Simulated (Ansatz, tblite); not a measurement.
Cost and result up the ladder for the cluster Sn5⁻ (5 atoms). Total charge -1; doublet. Geometry: PBE-D4/def2-SVPD.

```xyz
5

Sn   -1.277    1.123   -0.128
Sn   -1.625   -1.709    0.211
Sn    0.687   -0.800   -1.546
Sn    0.701   -0.421    1.679
Sn    1.513    1.807   -0.216
```

Ansatz on 4 threads of Intel Xeon on a shared host; xTB runs through tblite on one thread. Times are rough, summed over both states, and most runs start from the orbitals of an earlier one. PBE0-D4/def2-TZVPD serves as the yardstick here, not as an exact answer. Differences are given only for rows in sets of like size (and for xTB, whose basis is part of the method), since another set adds its own error. The other state is a quartet at its own geometry, which has other bonds, so the gap mixes isomer and spin.

In the def2 sets Sn takes a core potential, while STO-3G treats all electrons; there is no spin–orbit coupling. The xTB rows come from tblite. Correlated methods freeze 20 core orbitals; core or outer-core shells of Sn are correlated, in sets that lack core-valence functions. The structure comes from a short search, and lower isomers may exist.

Correlated methods converge slowly with the basis.

xTB has no spin-polarisation term.

```json
{"level": "GFN1-xTB", "functions": "45", "wall time": "0.028 s", "quartet − doublet (eV)": "1.56", "difference from PBE0-D4/def2-TZVPD (eV)": "0.71", "remarks": "–"}
{"level": "GFN2-xTB", "functions": "45", "wall time": "0.053 s", "quartet − doublet (eV)": "1.43", "difference from PBE0-D4/def2-TZVPD (eV)": "0.57", "remarks": "–"}
{"level": "PBE-D4/def2-TZVPD (with forces)", "functions": "280", "wall time": "32 s", "quartet − doublet (eV)": "0.88", "difference from PBE0-D4/def2-TZVPD (eV)": "0.02", "remarks": "–"}
{"level": "HF/STO-3G", "functions": "135", "wall time": "48 s", "quartet − doublet (eV)": "0.57", "difference from PBE0-D4/def2-TZVPD (eV)": "–", "remarks": "HOMO above zero (doublet), HOMO above zero (quartet), spin-contaminated (⟨S²⟩ 0.93) (doublet)"}
{"level": "r2SCAN-D4/def2-TZVPD", "functions": "280", "wall time": "72 s", "quartet − doublet (eV)": "0.80", "difference from PBE0-D4/def2-TZVPD (eV)": "-0.06", "remarks": "–"}
{"level": "PBE0-D4/def2-TZVPD", "functions": "280", "wall time": "88 s", "quartet − doublet (eV)": "0.86", "difference from PBE0-D4/def2-TZVPD (eV)": "0.00", "remarks": "–"}
{"level": "BHLYP-D4/def2-TZVPD", "functions": "280", "wall time": "96 s", "quartet − doublet (eV)": "0.79", "difference from PBE0-D4/def2-TZVPD (eV)": "-0.07", "remarks": "–"}
{"level": "MP2/def2-TZVPD", "functions": "280", "wall time": "2.3 min", "quartet − doublet (eV)": "1.37", "difference from PBE0-D4/def2-TZVPD (eV)": "0.52", "remarks": "spin-contaminated (⟨S²⟩ 0.85) (doublet)"}
```
